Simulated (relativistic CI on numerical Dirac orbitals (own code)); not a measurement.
Radial Dirac CI calculation of Au VII: levels, rates and radial parameters.

Command:

```sh
python run_levels.py task.json out
```

Input:

```
atom Au  Z=79  charge=6  electrons=73
nucleus A=197  rms_radius_fm=5.4371
hamiltonian dirac-coulomb  breit=on  qed=on  c_scale=1
orbitals kli  potential=per-configuration
slater_scale 1
correlation none
mixing on
configurations
  [Xe] 4f14 5d5
  [Xe] 4f14 5d4 6s
  [Xe] 4f14 5d4 5f
  [Xe] 4f14 5d4 6p
  [Kr] 4d10 4f14 5s2 5p5 5d6
  [Xe] 4f14 5d4 5g
  [Xe] 4f14 5d3 6s2
  [Xe] 4f14 5d3 5f2
  [Xe] 4f14 5d4 6d
  [Xe] 4f14 5d4 7s
  [Xe] 4f14 5d3 6s 6p
  [Xe] 4f14 5d4 7p
  [Kr] 4d10 4f14 5s2 5p4 5d7
  [Xe] 4f14 5d4 6f
  [Xe] 4f14 5d4 7d
  [Xe] 4f14 5d4 8s
  [Xe] 4f14 5d3 6p2
  [Xe] 4f14 5d3 5f 6s
  [Xe] 4f14 5d4 8p
  [Kr] 4d10 4f14 5s 5p6 5d6
  [Xe] 4f14 5d4 7f
  [Kr] 4d10 4f14 5s2 5p5 5d5 6s
  [Kr] 4d10 4f14 5s2 5p5 5d4 6s2
  [Kr] 4d10 4f14 5p6 5d7
end
```

Hardware: one thread of Neoverse-N1, on a shared host. Rates were computed among at most 500 levels.

Problem. How large is the problem, and how long does it take?

Solution. 5911 determinants at the lowest M give 5911 levels; 230 SCF iterations in all; about 9.5 s of CPU and 0.26 GiB at the peak.
